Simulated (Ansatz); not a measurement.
The pair A = HCl (SMILES Cl) (first 2 atoms), B = CH5N (SMILES CN); geometry from B3LYP-D3(BJ)/def2-TZVP.
(charge 0, multiplicity 1):
```xyz
9

Cl     0.9705     1.1443     0.1651
H      0.7678     0.4012     1.3159
C     -0.8377     0.1905     3.1487
N      0.4222    -0.3723     2.6447
H     -1.6057     0.0683     2.3862
H     -0.7026     1.2584     3.3145
H     -1.1809    -0.2732     4.0771
H      0.3369    -1.3627     2.4460
H      1.1778    -0.2543     3.3101
```

Correlated levels freeze the cores.

Programs: Ansatz (Gaussian basis) for Hartree–Fock, density functionals and correlated methods. 

Total energies (hartree), monomers frozen at their geometry in the pair:

```tsv
structure	HF/aug-cc-pV(D+d)Z	PBE/def2-TZVPPD	CCSD(T)/aug-cc-pV(D+d)Z
AB	-555.3328091	-556.4181211	-555.9094945
A in the pair's basis	-460.0882131	-460.6249899	-460.2765092
B in the pair's basis	-95.2310185	-95.7685818	-95.6150605
A	-460.0879636	-460.6248009	-460.2749927
B	-95.2305221	-95.7684296	-95.6131151
```

### Question
Work out the interaction energy without and with the counterpoise correction, and the superposition error, for each level.

### Answer

E(AB) − E(A) − E(B), times 627.509 kcal/mol, with the monomers in their own basis and then in the pair's basis:
- HF/aug-cc-pV(D+d)Z: -8.99 uncorrected, -8.52 corrected; the monomers gain 0.47 kcal/mol from borrowed functions
- PBE/def2-TZVPPD: -15.62 uncorrected, -15.41 corrected; the monomers gain 0.21 kcal/mol from borrowed functions
- CCSD(T)/aug-cc-pV(D+d)Z: -13.42 uncorrected, -11.25 corrected; the monomers gain 2.17 kcal/mol from borrowed functions

Ansatz is a quantum-chemistry and plane-wave program.
